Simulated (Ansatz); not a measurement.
**Ligand exchange: SiH2(CH3)Br + CClF3 → SiH2(CH3)F + CBrClF2**

Species: SiH2(CH3)Br, singlet; CClF3 `FC(F)(F)Cl`, singlet; SiH2(CH3)F, singlet; CBrClF2 `FC(F)(Cl)Br`, singlet. The partners trade Br for F: Si–Br and C–F bonds give way to Si–F and C–Br.

Shapes, held fixed at every level: PBE0-D4/def2-TZVP. Programs: Ansatz 0.2.0. The zero-point and thermal change to 298 K, harmonic and unscaled (PBE0-D4/def2-TZVP), is -2.1 kJ/mol.

Question: Estimate ΔH(298 K) of this reaction.

Answer: The highest level, CCSD(T)/def2-TZVPP, gives ΔH(298 K) = -1.3 kJ/mol; the levels span -6.6 to +50.3. That is about zero within the method's error. They disagree on the sign: 4 of 8 are positive. The column of differences is taken from that level and isn't an error. No measured value is set beside it here. Relativity is left out for Br. Outer-core shells of Br are correlated, in sets that cover them unevenly.

```csv
level,kind,ΔH(298 K) (kJ/mol),less CCSD(T)/def2-TZVPP
HF/def2-SVP,Hartree–Fock,+50.3,+51.6
B3LYP-D4/def2-TZVPP,global hybrid,-6.6,-5.3
BHLYP-D4/def2-TZVPP,global hybrid,+3.4,+4.7
B2PLYP/def2-TZVPP,double hybrid,-5.8,-4.5
MP2/def2-SVP,perturbation theory,+29.7,+31.0
MP2/def2-TZVPP,perturbation theory,-6.2,-4.9
CCSD(T)/def2-SVP,coupled cluster or CI,+32.3,+33.6
CCSD(T)/def2-TZVPP,coupled cluster or CI,-1.3,0.0
```
